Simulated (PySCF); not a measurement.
## Ar⁺: excitation energy

Ar⁺ [Ne] 3s2 3p5 (2P) → Ar⁺ [Ne] 3s2 3p4 4s1 (4P), as a difference of total energies. Computed with PySCF 2.14 in aug-cc-pVQZ-DK (7s6p4d3f2g, 84 functions), with the spin-free X2C one-electron Hamiltonian (Gaussian nucleus). Correlated levels: valence: [Ne] frozen. The calculations carry no spin-orbit coupling.

```
           method  excitation energy (eV)
              UHF                  15.898
    MP2 (valence)                  16.571
SCS-MP2 (valence)                  16.715
   CCSD (valence)                  16.553
CCSD(T) (valence)                  16.559
```

Q: How much does correlation contribute at CCSD(T) (valence)?

A: 16.559 − (15.898) = 0.661 eV, measured against UHF.

Errors of the correlated levels include the incompleteness of this basis and the frozen core.

For comparison: 16.648 eV (measured; NIST levels, between the centres of gravity of the two terms).
